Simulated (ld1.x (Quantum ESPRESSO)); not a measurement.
Ru, RRKJ: configuration errors across variants

- Element: ruthenium
- Generator: ld1.x (Quantum ESPRESSO) 7.5
- Type: norm-conserving RRKJ (Kleinman–Bylander form)
- Functional: PBEsol
- Relativity: scalar-relativistic
- Frozen core: [Ar] 3d10
- Valence charge: 16
- Reference configuration: 4s2 4p6 4d6.5 5s0 5p0 (charge +1.5)
- Partial waves: 4s (bound): rc 0.95 bohr; 4p (bound): rc 1.70 bohr; 4f channel at 0.25 Ry: rc 1.60 bohr; 4d (bound): rc 1.55 bohr
- Local potential: the d channel
- Core correction: Bessel-smoothed model core inside 0.80 bohr
- rho0: 0.005

All-electron excitation energies from the reference (eV): (1) 4s2 4p6 4d7 5s1 5p0 -14.942; (2) 4s2 4p6 4d7 5s0 5p0 -7.643; (3) 4s2 4p6 4d6 5s0 5p0 10.541; (4) 4s2 4p6 4d4 5s0 5p0 85.640; (5) 4s1 4p6 4d7 5s1 5p0 67.696; (6) 4s2 4p6 4d6 5s1 5p0 -4.812; (7) 4s2 4p6 4d8 5s0 5p0 -15.273.

5 further variants failed, have other tests or another functional or relativity, and are left out.

Errors AE − PS in meV (a dash: test not solved or not reliable):

| change | (1) | (2) | (3) | (4) | (5) | (6) | (7) | bound ghosts |
| --- | --- | --- | --- | --- | --- | --- | --- | --- |
| base | -28 | +0.1 | -0.2 | +20 | -64 | -43 | -0.3 | none |
| wave 4p (bound): rc 1.70 bohr becomes 4p (bound): rc 1.66 bohr | -28 | +0.1 | -0.2 | +18 | -65 | -43 | -0.3 | none |
| core correction none | -28 | +0.1 | -0.2 | +18 | -58 | -43 | -0.3 | none |
| wave 4d (bound): rc 1.55 bohr becomes 4d (bound): rc 1.48 bohr | -25 | +0.2 | -0.1 | +21 | -59 | -39 | -0.1 | none |
| wave 4f channel at 0.25 Ry: rc 1.60 bohr becomes 4f channel at -0.19 Ry: rc 1.60 bohr | -28 | +0.1 | -0.2 | +20 | -64 | -43 | -0.3 | none |

Problem. Give the same row for: wave 4s (bound): rc 0.95 bohr becomes 4s (bound): rc 1.00 bohr.

Solution. -31, +0.2, -0.2, +20, -69, -49, -0.3; bound ghosts: none.
